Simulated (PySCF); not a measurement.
C2H9ClO3Si3.
Geometry (PBE0-D3(BJ)/def2-SVP, Å), atoms numbered from 1 in this order:
```
atom  x, y, z in Å
C1     2.926   -0.126   -0.520
C2     1.823    0.709    0.127
Si3    0.334   -0.277    0.636
O4    -0.392   -0.970   -0.699
Si5   -1.937   -0.929   -1.302
O6    -2.815    0.113   -0.337
Si7   -2.435    0.871    1.079
Cl8   -3.396   -0.081    2.624
O9    -0.808    0.751    1.305
H10    3.296   -0.909    0.161
H11    2.563   -0.629   -1.430
H12    3.789    0.494   -0.805
H13    1.473    1.500   -0.558
H14    2.196    1.230    1.027
H15    0.656   -1.353    1.611
H16   -1.920   -0.392   -2.686
H17   -2.540   -2.285   -1.244
H18   -2.859    2.282    1.049
```

Theory: PySCF 2.14.0, PBE0-D3(BJ)/def2-SVP geometry optimisation, gas phase.

Take the most abundant isotopes and a rigid rotor. The values belong to one conformer with, in the numbering `[CH3:1][CH2:2][Si@@H:3]1[O:4][SiH2:5][O:6][Si@@H:7]([Cl:8])[O:9]1`, C1–C2–Si3–O4 -63°, C2–Si3–O4–Si5 -125°, Si3–O4–Si5–O6 4°, O4–Si5–O6–Si7 -8°, Si5–O6–Si7–Cl8 -104°.

Q: What are A, B and C (MHz)?

A: Ia = 348.72, Ib = 898.16, Ic = 1118.37 u·Å²; 505379 MHz·u·Å²/I gives A = 1449, B = 562.7, C = 451.9 MHz.

Q: Classify the top.

A: An asymmetric top. Ray's parameter κ = (2B − A − C)/(A − C) = -0.778; −1 is the prolate and +1 the oblate limit.

Q: What does the inertial defect say?

A: Not planar: Δ = Ic − Ia − Ib = -128.51 u·Å². For a rigid frame Δ = −2 Σ m c², so Σ m c² = 64.26 u·Å² lies off the ab plane: 14.78 from hydrogen and 49.48 from heavier atoms. The atom farthest from that plane is 2.12 Å away.

Q: Give the other two planar moments, Paa and Pbb, and the rms extents of the mass along the axes.

A: Paa = Σ m a² = (Ib + Ic − Ia)/2 = 833.91 and Pbb = Σ m b² = (Ia + Ic − Ib)/2 = 284.47 u·Å². With the mass M = 199.95 u, the rms extents √(P/M) along a, b and c are 2.04, 1.19, 0.57 Å.

Q: Which lines would a microwave search look for?

A: The dipole components are |μa| = 2.02 D, |μb| = 0.18 D, |μc| = 0.78 D. Intensities carry the squares of the components, which stand as 1.00 : 0.01 : 0.15 (a : b : c). Some lines, for components of 0.1 D or more:

```
type  branch         J(Ka,Kc)   MHz  lower level (cm⁻¹)
   a       Q  2(1,1) ← 2(1,2)   332               0.127
   c       Q  2(1,2) ← 2(0,2)   786               0.101
   c       Q  1(1,1) ← 1(0,1)   887               0.034
   b       Q  1(1,0) ← 1(0,1)   997               0.034
   a       R  1(0,1) ← 0(0,0)  1015               0.000
   b       Q  2(1,1) ← 2(0,2)  1118               0.101
   c       R  1(1,0) ← 0(0,0)  2012               0.000
   a       R  2(1,1) ← 1(1,0)  2140               0.067
   b       Q  2(2,0) ← 2(1,1)  2669               0.138
   b       R  2(1,2) ← 1(0,1)  2805               0.034
   b       Q  2(2,1) ← 2(1,2)  2992               0.127
   c       R  2(1,1) ← 1(0,1)  3137               0.034
   b       R  2(2,1) ← 1(1,0)  4800               0.067
   c       R  2(2,0) ← 1(1,0)  4809               0.067
   b       R  2(2,0) ← 1(1,1)  4920               0.063
```

Q: Estimate the classical rotational partition function at 10 K, 100 K and 200 K.

A: Point group C1, symmetry number σ = 1; q = (√π/σ)·√((kT/h)³/(ABC)), k/h = 20836.6 MHz/K: 8780 at 10 K, 278000 at 100 K, 786000 at 200 K.

Stationary, but not proved a minimum. No vibrational averaging or centrifugal distortion is included, and the geometry carries the error of its method. A rigid rotor knows nothing of internal rotation, which can split or shift real lines. Quadrupole hyperfine structure (35Cl) is left out.

Hardware: one thread, Arm Neoverse V1 (aarch64), no GPU (shared host). Cost: 3.5 min of wall time, 0.89 GiB resident at most. This is the geometry optimisation.
